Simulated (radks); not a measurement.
The chlorine anion Cl-, [Ar], held by a Watson sphere: a shell of charge +1 at radius R that stands for the Madelung well of a crystal (potential energy -1/R inside, -1/r outside, in hartree with lengths in bohr). Calculated with a radial shooting solver on a logarithmic mesh with Libxc functionals: non-relativistic Kohn-Sham, LDA (Slater exchange, Perdew-Wang correlation), spin-polarised, spherical densities, point nucleus. Response by self-consistent Sternheimer equations with the Hartree and adiabatic LDA kernel. The sphere does not respond.

R (bohr),e(2p) (eV),e(3s) (eV),e(3p) (eV),<r> 3p (bohr),sum of <r^2> (bohr^2),X-ray form factor at sin(theta)/lambda = 0.1 1/angstrom,alpha (bohr^3)
2.11,-189.57,-20.525,-8.993,1.886,33.18,15.898,18.34
2.29,-189.46,-20.170,-8.709,1.907,33.86,15.865,19.50
2.77,-189.07,-19.289,-7.936,1.953,35.45,15.792,22.82
3.35,-188.46,-18.365,-7.056,1.993,36.92,15.732,26.97
3.56,-188.23,-18.066,-6.764,2.003,37.34,15.716,28.43
4.28,-187.47,-17.173,-5.873,2.030,38.45,15.678,33.12
4.29,-187.46,-17.162,-5.862,2.030,38.47,15.678,33.18
4.44,-187.31,-16.999,-5.699,2.034,38.64,15.673,34.06
